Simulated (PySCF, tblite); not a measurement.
Compound: C4H3ClO2 (charge -1 and doublet state).
Atom-mapped SMILES: `[O-:1][C:2]1[CH2:3][C:4]([Cl:5])=[CH:6][O:7]1` (hydrogens: H8, H9 on C3; H10 on C6)

The geometry is computed with GFN2-xTB (gas phase). This method treats the open shell by occupation alone, without spin polarisation.

(1) Give the optimised bond lengths and angles.

Results:

(1) 
| bond | length (bohr) | order |
| --- | --- | --- |
| O1–C2 | 2.298 | single |
| C2–C3 | 2.886 | single |
| C3–C4 | 2.832 | single |
| C4–Cl5 | 4.059 | single |
| C4=C6 | 2.532 | double |
| C6–O7 | 2.700 | single |
| C2–O7 | 2.510 | single |
| C3–H8, C3–H9 | 2.064 | single |
| C6–H10 | 2.025 | single |

Bonds in one row agree within 0.02 bohr and their mean is given. Orders are formal, as drawn. A selection of angles:
| angle | degrees |
| --- | --- |
| O1–C2–C3 | 127.3 |
| O1–C2–O7 | 123.3 |
| C3–C2–O7 | 109.4 |
| C2–C3–C4 | 102.9 |
| C2–C3–H8 | 110.2 |
| C4–C3–H8 | 112.9 |
| H8–C3–H9 | 107.7 |
| C3–C4–Cl5 | 112.3 |
| C3–C4–C6 | 106.5 |
| Cl5–C4–C6 | 116.8 |
| C4–C6–O7 | 113.2 |
| C4–C6–H10 | 132.6 |
| O7–C6–H10 | 114.2 |
| C2–O7–C6 | 107.9 |

Dihedral angles: O1–C2–C3–C4 -178° (antiperiplanar); C2–C3–C4–Cl5 -132° (anticlinal); C3–C4–C6–O7 3° (synperiplanar); C4–C6–O7–C2 -2° (synperiplanar); O1–C2–O7–C6 180° (antiperiplanar). The mirror-image conformer, all signs reversed, is as good.

The C–O distances run from 1.216 Å (O1–C2, drawn single) to 1.429 Å (C6–O7, drawn single), a spread of 0.213 Å. O7 (oxygen bonded to 2 C) is bent (angle 107.9°). C2 (carbon bonded to C and 2 O) is planar (angles 127.3°, 123.3° and 109.4°, sum 360.0°, 0.00 Å off the plane of its three neighbours). C6 (carbon bonded to C, O and H) is planar (angles 132.6°, 114.2° and 113.2°, sum 360.0°, 0.01 Å off the plane of its three neighbours). The 3 C–C bonds span 1.340 Å (C4=C6, drawn double) to 1.527 Å (C2–C3, drawn single), a spread of 0.187 Å. The 5-membered ring C2–C3–C4–C6–O7 has internal angles of 102.9° to 113.2° (sum 540°, against 540° for a flat polygon); it is almost planar, 0.01 Å rms from its mean plane, widest ring torsion 3°. C4 (carbon bonded to 2 C and Cl) is pyramidal (angles 116.8°, 112.3° and 106.5°, sum 335.7°, 0.47 Å off the plane of its three neighbours).

Point group: C1 (no symmetry element, even within 0.4 Å). Its GFN2-xTB frequencies are all real (lowest 92 cm⁻¹). Whether the extra electron is bound in the gas phase wasn't checked; a finite basis holds it in any case.
